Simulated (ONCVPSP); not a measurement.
# Transferability test, ONCV potential for Ta

```
Element                 : tantalum
Generator               : ONCVPSP 4.0.1
Type                    : optimised norm-conserving Vanderbilt (ONCV)
Functional              : PBE
Relativity              : scalar-relativistic
Frozen core             : [Kr] 4d10 4f14
Valence charge          : 13
Reference configuration : 5s2 5p6 5d3 (charge +2)
Partial waves           : 5s: rc 1.90 bohr, ncon 4, nbas 7, qcut 8.3 1/bohr, 2 projectors, debl 0.4 Ha; 5p: rc 2.15 bohr, ncon 3, nbas 8, qcut 6 1/bohr, 3 projectors, debl 3.6 Ha; 5d: rc 2.80 bohr, ncon 3, nbas 8, qcut 5.4 1/bohr, 2 projectors, debl 3.9 Ha
Local potential         : polynomial inside 1.90 bohr (lpopt 5, dvloc0 0 Ha)
Core correction         : Teter function, fcfact 4.5, rcfact 1.4
```

In the s channel the program set the typed energies aside and used -3.254, 0.050 Ha.

Energies are relative to the spin-unpolarised reference configuration 5s2 5p6 5d3; without spin polarisation the order of configurations can differ from experiment.

```json
{"valence configuration": "5s2 5p6 5d3 6s1", "charge": "+1", "ΔE all-electron (eV)": "-14.972", "error AE − PS (meV)": "+6.6"}
{"valence configuration": "5s2 5p6 5d2", "charge": "+3", "ΔE all-electron (eV)": "23.604", "error AE − PS (meV)": "+7.8"}
{"valence configuration": "5s2 5p6 5d3 6s1 6p1", "charge": "0", "ΔE all-electron (eV)": "-19.261", "error AE − PS (meV)": "+16"}
```

(1) What are ΔE and the potential's error for 5s2 5p6 5d3 6s2?

Note: ghosts flagged at negative energy: d at -104.5 eV; no localised positive-energy state flagged. A true bound ghost makes a file unfit for plane-wave use.

Results:

(1) ΔE = -23.440 eV all-electron; the error (AE − PS) is +16 meV.
